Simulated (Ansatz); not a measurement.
Relaxation of C2H9Al2NS (15 atoms, charge 0, multiplicity 1), to a largest force component of 0.015 eV/Å in at most 40 steps.

All numbers below come from RKS PBE-D4/def2-SVP in Ansatz.

```xyz
15
Properties=species:S:1:pos:R:3
N -0.808 -1.073 -0.240
C -0.011 0.163 -0.224
C 1.453 -0.193 -0.323
Al 2.270 -1.072 1.341
S -0.439 1.240 -1.649
Al -2.472 1.929 -0.838
H -0.562 -1.625 -1.063
H -0.664 -1.567 0.613
H -0.181 0.743 0.764
H 2.085 0.735 -0.412
H 1.668 -0.852 -1.162
H 1.760 -2.580 1.636
H 2.264 -0.161 2.646
H -3.804 1.072 -1.159
H -2.580 3.191 0.099
```

Task: Where does it end, and by what steps?

Result: It converged. After 31 steps the energy has fallen by 1.882 eV; H13 moved furthest, 1.84 Å. Joined: N1–Al6.

```
step  energy less start (eV)  largest force component (eV/Å)  accepted
   0                  0.0000                           2.179       yes
   2                 -0.7360                           0.288       yes
   4                 -1.1208                           0.388       yes
   6                 -1.5748                           0.362       yes
   8                 -1.7371                           0.420       yes
  10                 -1.7615                           0.192       yes
  12                 -1.7813                           0.083       yes
  14                 -1.7893                           0.031       yes
  16                 -1.7932                           0.368        no
  18                 -1.8079                           0.058       yes
  20                 -1.8221                           0.258       yes
  22                 -1.8473                           0.095       yes
  24                 -1.8653                           0.143       yes
  26                 -1.8729                           0.359       yes
  28                 -1.8783                           0.194       yes
  30                 -1.8815                           0.017       yes
  31                 -1.8816                           0.014       yes
```

```xyz
15
Properties=species:S:1:pos:R:3
N -1.054 -0.127 0.152
C 0.208 0.568 -0.285
C 1.428 -0.341 -0.372
Al 1.956 -1.325 1.266
S -0.263 1.363 -1.896
Al -2.284 1.229 -0.821
H -1.123 -1.037 -0.332
H -1.077 -0.310 1.168
H 0.375 1.368 0.469
H 2.301 0.264 -0.704
H 1.278 -1.068 -1.208
H 3.378 -2.049 1.357
H 0.916 -1.402 2.491
H -3.490 0.460 -1.546
H -2.570 2.354 0.292
```

Whether the end is a true minimum wasn't checked by a vibrational analysis.

Run time: 120 s on 2 threads of Arm Neoverse V2 (shared host), peak memory 0.21 GiB.
